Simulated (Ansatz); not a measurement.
Reaction (ligand exchange at the Al–Br bond): `[AlH2][Br]` + CH₃NH₂ → `C[NH][AlH2]` + HBr

Computed with Ansatz on PBE0-D4/def2-TZVP structures; ΔE is electronic, products minus reactants. CCSD(T)/CBS is the MP2 limit (def2-TZVPP, def2-QZVPP) plus CCSD(T) − MP2 in def2-TZVPP, frozen cores. DFT in def2-TZVPP. For Br outer-core shells are correlated without core-valence functions, which leaves a few kJ/mol of doubt a bond. Scalar relativity is left out up to krypton.

`[AlH2][Br]`:

```xyz
4

Al    0.156   -0.047    0.116
Br   -1.605    0.486   -1.192
H     0.192   -1.496    0.734
H     1.256    1.057    0.342
```

CH₃NH₂:

Cartesian coordinates in Å:
```
C -0.114 0.499 -0.246
N 0.235 -0.593 0.646
H -0.374 0.203 -1.273
H 0.720 1.201 -0.303
H -0.964 1.047 0.167
H 1.028 -1.108 0.287
H -0.530 -1.251 0.722
```

`C[NH][AlH2]`:

Cartesian coordinates in Å:
```
C 0.326 -1.165 -0.408
N 0.232 -0.046 0.503
Al -0.545 1.521 0.247
H -0.156 -2.067 -0.013
H 1.365 -1.422 -0.647
H -0.171 -0.919 -1.350
H 0.685 -0.238 1.385
H -0.494 2.566 1.436
H -1.243 1.770 -1.154
```

HBr:

Z-matrix (Å, degrees):
```
Br
H 1 1.420
```

```csv
level,ΔE (kJ/mol)
BHLYP-D4,72.2
ωB97X-V,69.5
MP2/def2-SVP,64.1
SCS-MP2/def2-TZVPP,67.1
```

(1) What does CCSD(T)/CBS give? (Best estimate.)

Largest T1 diagnostic among the species: 0.012.

Answers

(1) Ansatz gave: +70.5 kJ/mol. The listed levels differ from it by 1.7, -1.0, -6.4, -3.4 kJ/mol.

At CCSD(T), def2-SVP lies −9.8 kJ/mol from the extrapolated value and def2-TZVPP −4.9 kJ/mol. In def2-TZVPP, CCSD(T) changes the Hartree–Fock value by −19.9 kJ/mol (the triples alone add −2.3 kJ/mol) and MP2 by −17.6 kJ/mol.
